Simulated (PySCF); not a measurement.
Simulation results for H$_{5}$N$_{2}$OSi

Computed with PySCF 2.14.0. Calculation on a computer-drawn molecule: the log of a Hartree-Fock and frozen-core CCSD(T) single point meant for a local Hartree-Fock minimum, with one planted fault or none, to be diagnosed. Offsets are logged minus clean, where the clean run is the same molecule without the fault. The reference is restricted for singlets and unrestricted otherwise, and also for a bond in bohr or an excited solution. Adding or removing an electron swaps singlet and doublet. The excited solution moves the top pair (singlet) or top alpha electron (doublet) to the lowest empty orbital. Highest occupied and lowest empty are orbital energies over both spins, largest force is the largest gradient component, triples share is (T) over the correlation energy, the T1 limit is 0.02 restricted and 0.045 unrestricted, electrons count all cores, a negative frequency is imaginary (commonest isotopes), and the dipole is about the centre of nuclear charge.

### H$_{5}$N$_{2}$OSi

Logged structure:
```xyz
9
H5N2OSi
N      0.0845    -1.8321    -2.2863
Si    -0.8859    -0.7600    -1.5281
N     -2.1686    -1.2268    -0.6396
O     -0.4324     2.1665    -1.6748
H      0.8828    -1.5713    -2.8377
H     -0.0479    -2.8279    -2.2534
H     -2.4489    -2.1795    -0.4932
H     -2.7655    -0.5642    -0.1750
H      0.2260     2.6829    -2.1215
```

* meant charge: 1
* meant multiplicity: 1
* meant basis: cc-pV(D+d)Z
* logged electrons: 40
* logged basis functions: 90
* logged SCF converged: yes
* logged spin squared: 0.9776
* logged highest occupied: -16.479 eV
* logged lowest empty: -4.5014 eV
* logged largest force: 0.014562 hartree/bohr
* logged T1 diagnostic: 0.01591
* logged D1 diagnostic: 0.054708
* logged triples share: 0.02298
* logged CC converged: yes
* logged dipole magnitude: 2.2066 debye
* logged SCF stable within its kind: yes
* logged energy HF: -475.34917 hartree
* logged energy CCSD(T): -475.95649 hartree
* possible faults: no fault, one electron removed, one electron added, multiplicity raised by two, geometry at a saddle point, SCF held on an excited solution, minimal basis STO-3G, one bond length entered in bohr, all coordinates scaled
* planted fault: one bond length entered in bohr, row 3 of the drawn bonds
* HF energy offset from clean run: 94.73 kcal/mol
* CCSD(T) energy offset from clean run: 119.4 kcal/mol

Drawn bonds:
```
atom  other atom  order
   1           2      1
   2           3      1
   2           4      1
   1           5      1
   1           6      1
   3           7      1
   3           8      1
   4           9      1
```
